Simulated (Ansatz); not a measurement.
**Energy profile**

The step: SiHF₃ ([F][SiH]([F])[F]) + H₂S → SiH₂SF₂ ([F][SiH]([F])[SH]) + HF; bonds formed: Si1–S7, F2–H6; bonds broken: Si1–F2, H6–S7 (atoms numbered as in the saddle structure below).

Si1  (-0.474, 0.114, -0.558)
F2  (1.255, -0.600, -0.748)
F3  (-1.058, -1.168, -1.283)
F4  (-1.841, 0.774, -0.013)
H5  (0.025, 1.264, -1.320)
H6  (1.233, -0.734, 0.493)
S7  (0.200, -0.445, 1.593)
H8  (0.660, 0.796, 1.835)
(Å)

Electronic energies by CCSD(T) at an estimated basis limit (MP2 extrapolated from triple and quadruple zeta, plus CCSD(T) − MP2 in triple zeta), on PBE0-D4/def2-TZVP structures; SiH₃SF₃, closed shell; no counterpoise correction. Program: Ansatz 0.2.0. Basis: def2-TZVPP and def2-QZVPP. Cores are frozen in the correlated methods. Extrapolation: Hartree–Fock as exp(−7.88 √X), correlation as X^−2.97.

Q: Give the profile in eV, counted from the separated reactants. (To be estimated.)

A: The calculation gives:
```tsv
point	eV
separated: SiHF₃ (linked as [F][SiH]([F])[F]; Si1, F2, F3, F4, H5; singlet) + H₂S (H6, S7, H8; singlet)	0.000
start structure	-0.065
saddle	1.922
end structure	0.846
separated: SiH₂SF₂ (linked as [F][SiH]([F])[SH]; Si1, F3, F4, H5, S7, H8; singlet) + HF (F2, H6; singlet)	0.996
```

T1 diagnostic: at most 0.013.

For scale, one of the runs: CCSD(T)/def2-TZVPP, 219 basis functions, launched by `ansatz run in.yaml --threads 4 --pin off --events-out ev --progress --plain --max-ram 9574MiB`. Time: 87 s of wall clock on 4 CPU threads of an Arm Neoverse V2; the host was shared. Peak host memory: 3.4 GiB.
